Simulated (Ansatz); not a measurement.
C$_{3}$H$_{8}$AlF, SMILES `C[CH2][Al]([CH3])[F]`, relaxed with RKS PBE-D4/def2-SVP in the Gaussian-basis code of Ansatz from a rough embedded geometry. The force threshold is 0.03 eV/Å; the program also tests the step.

Charge 0, multiplicity 1.

Start:

```xyz
13

C     0.648    0.997   -1.163
C     0.762   -0.510   -1.080
Al   -0.228   -1.149    0.515
C    -1.129    0.096    1.766
F    -0.247   -2.924    0.946
H     1.220    1.314   -2.148
H     1.112    1.495   -0.326
H    -0.386    1.268   -1.317
H     0.372   -0.986   -1.967
H     1.850   -0.786   -0.980
H    -1.626   -0.375    2.557
H    -1.912    0.672    1.141
H    -0.435    0.886    2.056
```

Q: How much energy does the relaxation release, and in how many steps? (Estimate.)

A: Computed: 53.55 kJ/mol, in 5 steps, 1 of them rejected.

Q: Which bonds change most? (Best estimate.)

A: Ansatz gave: Al3–F5 from 1.826 to 1.689 Å; C1–H6 from 1.182 to 1.111 Å; C4–H11 from 1.047 to 1.109 Å; C4–H12 from 1.155 to 1.112 Å.

Q: Give the relaxed structure. (An estimate is asked.)

A: Ansatz gave: 
```xyz
13

C     0.725    1.013   -1.305
C     0.756   -0.502   -1.041
Al   -0.222   -1.108    0.555
C    -1.184    0.061    1.796
F    -0.230   -2.770    0.856
H     1.295    1.297   -2.216
H     1.160    1.591   -0.462
H    -0.310    1.390   -1.444
H     0.353   -1.064   -1.915
H     1.805   -0.865   -0.947
H    -1.628   -0.485    2.653
H    -2.005    0.592    1.269
H    -0.514    0.850    2.201
```
